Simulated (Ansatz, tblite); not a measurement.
Removing and adding an electron: FeF₃. Charge 0, multiplicity 6. Geometry: PBE0-D4/def2-TZVP. Ansatz, gas phase; energy differences of separate SCF runs; the oxidised species was run as a quintet alone; the reduced species was run as a quintet alone.

```csv
atom,x (Å),y (Å),z (Å)
Fe1,0.000,0.000,0.000
F2,1.637,0.482,0.385
F3,-0.545,0.006,-1.662
F4,-1.092,-0.488,1.277
```

The xTB rows come from tblite.

| level | −HOMO (eV) | vertical IE (eV) | −LUMO (eV) | vertical EA (eV) | HOMO–LUMO gap (eV) | IE − EA (eV) | remarks |
| --- | --- | --- | --- | --- | --- | --- | --- |
| GFN1-xTB | – | 19.67 | – | 11.17 | – | 8.50 | – |
| GFN2-xTB | – | 14.14 | – | 7.96 | – | 6.18 | – |
| PBE-D4/def2-TZVP | 7.68 | 11.77 | 6.72 | – | 0.97 | – | – |
| PBE-D4/def2-TZVPD | 7.75 | – | 6.75 | 2.82 | 1.00 | – | HOMO above zero (-1 quintet) |
| r2SCAN-D4/def2-TZVP | 8.53 | 12.45 | 6.43 | – | 2.10 | – | spin-contaminated (⟨S²⟩ 6.13) (+1 quintet) |
| r2SCAN-D4/def2-TZVPD | 8.54 | – | 6.40 | 2.78 | 2.14 | – | HOMO above zero (-1 quintet) |
| B97M-V/def2-TZVP | 8.73 | 12.58 | 6.40 | – | 2.32 | – | spin-contaminated (⟨S²⟩ 6.17) (+1 quintet) |
| PBE0-D4/def2-TZVP | 10.56 | 13.26 | 5.36 | – | 5.20 | – | spin-contaminated (⟨S²⟩ 6.23) (+1 quintet) |
| PBE0-D4/def2-TZVPD | 10.58 | – | 5.33 | 3.03 | 5.24 | – | – |
| ωB97X-V/def2-TZVP | 13.05 | 13.49 | 3.22 | – | 9.83 | – | spin-contaminated (⟨S²⟩ 6.16) (+1 quintet) |
| ωB97M-V/def2-TZVP | 13.10 | 13.55 | 3.40 | – | 9.70 | – | spin-contaminated (⟨S²⟩ 6.20) (+1 quintet) |

Relaxing the oxidised species (PBE0-D4/def2-TZVP) changes its energy by -0.63 eV at PBE0-D4/def2-TZVP, so the adiabatic ionisation energy to this nearest minimum is 12.63 eV. At PBE-D4/def2-TZVP it is 11.38 eV.  Relaxing the reduced species (PBE0-D4/def2-TZVPD) changes its energy by -0.33 eV at PBE0-D4/def2-TZVPD, so the adiabatic electron affinity to this nearest minimum is 3.37 eV. At PBE-D4/def2-TZVPD it is 3.15 eV.  Run but left out: HF/def2-TZVPP, r2SCAN0-D4/def2-TZVP, B2PLYP/def2-TZVP, MP2/def2-TZVPP, CCSD/def2-TZVPP, CCSD(T)/def2-TZVPP (charge +1 quintet: ⟨S²⟩ 6.37 to 6.99, where a pure state has 6.00).   A HOMO above zero means that the electron is unbound at that level or that self-interaction error raises the level; the energy of removing that electron tells which. HOMO and LUMO are the levels of the spin that leaves or enters (xTB has no such levels and no spin-polarisation term). Other spin states of the ions may lie lower, which would lower the ionisation energy or raise the affinity. Raw xTB energy differences between charge states are shifted by several eV; the methods need an empirical correction for them.
